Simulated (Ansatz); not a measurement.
Sn₄⁺. Total charge 1; quartet. Geometry B3LYP-D4/def2-SVP; atoms count from 1.

Cartesian coordinates in Å:
```
Sn -0.5456 -0.9896 -1.2972
Sn -2.2221 0.8955 0.0958
Sn 2.2222 -0.8953 -0.0961
Sn 0.5455 0.9894 1.2974
```

In the def2 sets Sn takes a core potential; there is no spin–orbit coupling. At PBE0-D4/def2-TZVP a doublet of charge 1 lies 0.85 eV below the quartet, each at its own geometry. The structure comes from a short search, and lower isomers may exist.

(1) Estimate the Mulliken populations from the PBE0/def2-TZVP orbitals of Ansatz.

(2) Where does the spin sit?

(3) And the Mayer bond orders between bonded heavy atoms (over 0.3)?

Answers

(1) 
| atom | charge (e) | spin (α − β) |
| --- | --- | --- |
| Sn1 | 0.30 | 0.41 |
| Sn2 | 0.20 | 1.09 |
| Sn3 | 0.20 | 1.09 |
| Sn4 | 0.30 | 0.41 |
Mulliken values and Mayer orders depend strongly on the basis.

(2) Summed by element: Sn 3.00, of 3 unpaired in all. Largest on single atoms: Sn2 1.09, Sn3 1.09, Sn1 0.41.

(3) Sn1–Sn2 1.02 (2.88 Å); Sn1–Sn3 0.73 (3.02 Å); Sn2–Sn4 0.73 (3.02 Å); Sn3–Sn4 1.02 (2.88 Å). Values over 0.3 also appear between atoms too far apart for a bond (Sn1–Sn4 0.70 at 3.44 Å; Sn2–Sn3 0.38 at 4.80 Å); they arise where an orbital or an unpaired electron spreads over both atoms.
